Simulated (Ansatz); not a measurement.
Br2H4Si2 (`[SiH3][SiH](Br)Br`) at its PBE0-D4/def2-TZVP geometry, where that method's forces vanish. The species carries charge 0 and has multiplicity 1.

```xyz
8

Si    0.4635   -0.1809    1.1460
Si   -0.5215    0.2761   -0.9202
Br   -1.3452   -1.6102   -1.7537
Br    1.0271    1.0925   -2.2864
H    -0.5612   -0.7404    2.0652
H     1.5499   -1.1684    0.9284
H     1.0189    1.0753    1.7132
H    -1.6315    1.2560   -0.8924
```

(1) What forces (eV/Å) does B3LYP-D4/def2-TZVPP give on these atoms in the Gaussian-basis code of Ansatz? (Estimate.)

Results:

(1) Computed: 
```
Si1  0.050 -0.020  0.123
Si2 -0.159  0.174  0.172
Br3 -0.103 -0.216 -0.093
Br4  0.176  0.103 -0.156
H5   0.071  0.035 -0.050
H6  -0.070  0.065  0.022
H7  -0.031 -0.083 -0.027
H8   0.067 -0.057  0.010
```

B3LYP here is the variant with VWN-RPA as its local correlation; programs differ in this.
